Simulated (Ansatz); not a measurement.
ClFHIOTi (`[OH][Ti]([F])([Cl])[I]`) at its PBE0-D4/def2-TZVP geometry, where that method's forces vanish. Total charge 0; spin multiplicity 1. I: def2 effective core potential.

```xyz
6

O     0.1402   -1.1506    0.8098
Ti   -0.1826    0.3724    0.0058
F    -1.4600    1.2017    0.8491
Cl    1.6364    1.5770   -0.0368
I    -0.8872   -0.1133   -2.4060
H     0.7533   -1.8872    0.7781
```

Q: What forces (eV/Å) does PBE-D4/def2-TZVPP give on these atoms in the Gaussian-basis code of Ansatz? (An estimate is asked.)

A: The calculation gave: 
```
O1  -0.164 -0.288  0.358
Ti2  0.130  0.167 -0.449
F3  -0.495  0.310  0.326
Cl4  0.309  0.207 -0.005
I5  -0.069 -0.045 -0.215
H6   0.290 -0.351 -0.015
```
